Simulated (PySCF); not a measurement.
Cd(Br)(SiMe3), SMILES C[Si](C)(C)[Cd][Br] (C₃H₉BrCdSi), singlet (GFN2-xTB optimised geometry):

```
15

Cd    -0.509     1.610     0.000
Br    -3.065     1.265     0.060
Si     0.744    -0.591     0.000
C      0.111    -1.511     1.568
C      2.664    -0.591     0.000
C      0.111    -1.523    -1.561
H      0.375    -2.565     1.552
H      0.529    -1.084     2.477
H     -0.974    -1.448     1.641
H      3.065    -0.089     0.875
H      3.065    -0.097    -0.880
H      3.039    -1.610     0.004
H      0.532    -1.105    -2.473
H     -0.974    -1.458    -1.637
H      0.373    -2.577    -1.535
```

Calculation: PySCF with CAM-B3LYP/def2-TZVP, def2 effective core potentials past Kr.

### Question
What are the frontier orbital energies and the dipole moment?

### Answer
HOMO-2 -8.61 eV, HOMO-1 -8.57 eV, HOMO -7.95 eV, LUMO -1.75 eV, LUMO+1 -0.21 eV; dipole moment 4.95 D.

On the same geometry PBE/def2-TZVP, def2 effective core potentials past Kr (PySCF) gives HOMO-2 -6.16 eV, HOMO-1 -6.05 eV, HOMO -5.80 eV, LUMO -3.18 eV, LUMO+1 -1.62 eV; dipole moment 4.73 D.
